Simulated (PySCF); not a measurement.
The vertical singlet excitations below were computed for one of the candidates. Level of theory: PySCF 2.14.0, density-fitted response routines, TDDFT B3LYP/def2-SVPD, vertical, gas phase, core orbitals frozen in the response. Geometries: GFN2-xTB, one conformer each.

| state | λ (nm) | f |
| --- | --- | --- |
| S1 | 262.2 | 0.089 |
| S2 | 227.5 | 0.0027 |
| S3 | 208.2 | 0.0012 |
| S4 | 202.9 | 0.025 |
| S5 | 189.3 | 0.0053 |
| S6 | 186.1 | 0.023 |
| S7 | 184.5 | 0.013 |
| S8 | 181.3 | 0.067 |

Orbital energies (eV): HOMO-3 -9.32, HOMO-2 -9.07, HOMO-1 -8.38, HOMO -6.70, LUMO -1.35, LUMO+1 0.18, LUMO+2 0.22.

**Question.** Which structure fits?
A. `O=COC1=C[C@H]1[SiH3]`
B. `C=C(C)[SiH2]N[SiH2]O`
C. `CN[SiH2]C(=O)[SiH2]C`

**Answer.** A. Its S1 lies at 4.73 eV; the nearest of the others has S1 at 5.85 eV. S1 is HOMO→LUMO (98%). Löwdin shares by element: HOMO carbon 67% or more, silicon 10% (atoms not listed hold the other 23%); LUMO carbon 44% or more, oxygen 35% (atoms not listed hold the other 21%). At the same level the other candidates give, for their lowest levels:
- `CN[SiH2]C(=O)[SiH2]C`: 558 nm (f 0.001); 297 nm (f 0.015); 259 nm (f 0.005); 242 nm (f 0.017); 219 nm (f 0.066); T1 1.62 eV; HOMO -5.72, LUMO -1.99 eV
- `C=C(C)[SiH2]N[SiH2]O`: 212 nm (f 0.006); 203 nm (f 0.005); 196 nm (f 0.009); 187 nm (f 0.002); 185 nm (f 0.006); T1 4.34 eV; HOMO -7.17, LUMO -0.48 eV

Conformer computed: `[O:1]=[CH:2][O:3][C:4]1=[CH:5][C@H:6]1[SiH3:7]`: O1–C2–O3–C4 0°, C2–O3–C4–C5 -1°.
Triplets come from the Tamm–Dancoff approximation.
